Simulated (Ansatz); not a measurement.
`[SiH3]/C=[CH]\[GaH2]` + `[OH][SbH2]` → `[GaH2][O][SbH2]` + `C=C[SiH3]` at 500 K and 1 bar (ligand exchange at a Ga–C bond).

Calculated with Ansatz (gas phase, PBE0-D4/def2-TZVP geometries, no zero-point term in ΔE). CCSD(T)/CBS is the MP2 limit (def2-TZVPP, def2-QZVPP) plus CCSD(T) − MP2 in def2-TZVPP, frozen cores. Elements past krypton have def2 core potentials. For Ga, Sb outer-core shells are correlated without core-valence functions, which leaves a few kJ/mol of doubt a bond. Scalar relativity is left out up to krypton.

```tsv
species	CCSD(T)/CBS energy (Eh)	H − E (kJ/mol)	S (J/(mol·K))
`[SiH3]/C=[CH]\[GaH2]`	-2293.28490	232.1	406.9
`[OH][SbH2]`	-316.98030	96.1	310.6
`[GaH2][O][SbH2]`	-2241.53579	119.2	400.4
`C=C[SiH3]`	-368.76077	209.7	334.4
```

H − E and S are ideal-gas, rigid-rotor, harmonic terms from PBE0-D4/def2-TZVP, for one conformer and one mirror image of each species. 1 Eh = 2625.50 kJ/mol, R = 8.31446 J/(mol·K).

By hand: ΔE, ΔH, ΔS and ΔG.

ΔE = (-2241.53579) + (-368.76077) − (-2293.28490) − (-316.98030) = -0.03136 Eh = -82.3 kJ/mol. Δ(H − E) = 119.2 + 209.7 − 232.1 − 96.1 = 0.7, so ΔH = -81.6 kJ/mol. ΔS = 400.4 + 334.4 − 406.9 − 310.6 = 17.3 J/(mol·K). ΔG = -81.6 − 500 × (17.3)/1000 = -90.2 kJ/mol.

By hand: the equilibrium constant, and the temperature at which ΔG would vanish if ΔH and ΔS stayed fixed.

log₁₀ K = −ΔG/(RT ln 10) = 9.4. ΔH and −TΔS have one sign here, so there is no such temperature.

ΔH outweighs TΔS. A doubt of 5 kJ/mol in ΔE shifts log₁₀ K by 0.5 here. Other conformers and mirror images would add mixing entropy, several J/(mol·K) or more a flexible species. Modes under 60 cm⁻¹, often nearly free rotors, make the harmonic entropy too high. These are equilibria of isolated gas molecules and say nothing of rates. Largest T1 diagnostic: 0.016 (customary marks: 0.02 for closed shells, 0.045 for open ones).
